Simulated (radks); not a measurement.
Results of a calculation; reference values are marked as such.
All-electron atom: Cu3+ in [Ar] 3d8 (the NIST ground configuration).

Code: a radial shooting solver on a logarithmic mesh with Libxc functionals. Model: scalar-relativistic Kohn-Sham, LDA (Slater exchange, Perdew-Wang correlation), spin-polarised, spherical densities, finite nucleus; open shells are filled with parallel spins first; Fermi nuclear charge, rms radius 3.8823 fm.

Energy parts (Ry):
| part | energy |
|---|---|
| total | -3299.48636 |
| kinetic | 3347.40706 |
| electron-nucleus | -7862.96751 |
| Hartree | 1343.23244 |
| exchange-correlation | -127.15835 |

Orbitals (lengths in bohr, moments of r in powers of bohr; <r^-3> diverges for s and p1/2; r(90%) holds 90 % of the orbital's charge):
orbital  occ.  eigenvalue (Ry)  r(90%)  <r^-3>
1s up       1        -652.6603  0.0933       -
1s down     1        -652.6591  0.0933       -
2s up       1        -81.45613   0.365       -
2s down     1        -81.35620   0.365       -
2p up       3        -70.85889   0.338   704.2
2p down     3        -70.78200   0.338   705.3
3s up       1        -11.85081    1.06       -
3s down     1        -11.67462    1.06       -
3p up       3         -8.73045    1.13   92.95
3p down     3         -8.55853    1.14   92.20
3d up       5         -3.69325    1.44   9.196
3d down     3         -3.53097    1.47   9.018

The highest occupied level is 3d down at -48.041 eV. The electron density at the nucleus is 2.229e+04 e/bohr^3 (large components only).
